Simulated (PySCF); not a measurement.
Cl₃Sc, charge +1, multiplicity 2. Atoms are numbered in the order given.

```xyz
4

Sc    -0.3379    -0.6723     0.0000
Cl     1.3367     0.2217     1.3928
Cl    -2.2560     0.3871     0.0000
Cl     1.3367     0.2217    -1.3928
```
Charge +1, spin multiplicity 2.

The structure is a stationary point at B3LYP-D3(BJ)/def2-SVP. The multiplicity is an assumed one; other spin states were not compared.

Method: PySCF with PBE/def2-TZVPD.

Mulliken values depend strongly on the basis, most of all with diffuse functions as here. ESP charges are fitted to the potential on shells at 1.4 to 2.0 van der Waals radii. Atomic charges (e):

```json
[
 {"atom": "Sc1", "ESP fit": "1.24", "meta-Löwdin": "1.21", "Mulliken": "1.28", "Mulliken spin": "-0.05"},
 {"atom": "Cl2", "ESP fit": "-0.02", "meta-Löwdin": "-0.03", "Mulliken": "-0.02", "Mulliken spin": "0.51"},
 {"atom": "Cl3", "ESP fit": "-0.19", "meta-Löwdin": "-0.16", "Mulliken": "-0.25", "Mulliken spin": "0.02"},
 {"atom": "Cl4", "ESP fit": "-0.02", "meta-Löwdin": "-0.03", "Mulliken": "-0.02", "Mulliken spin": "0.51"}
]
```
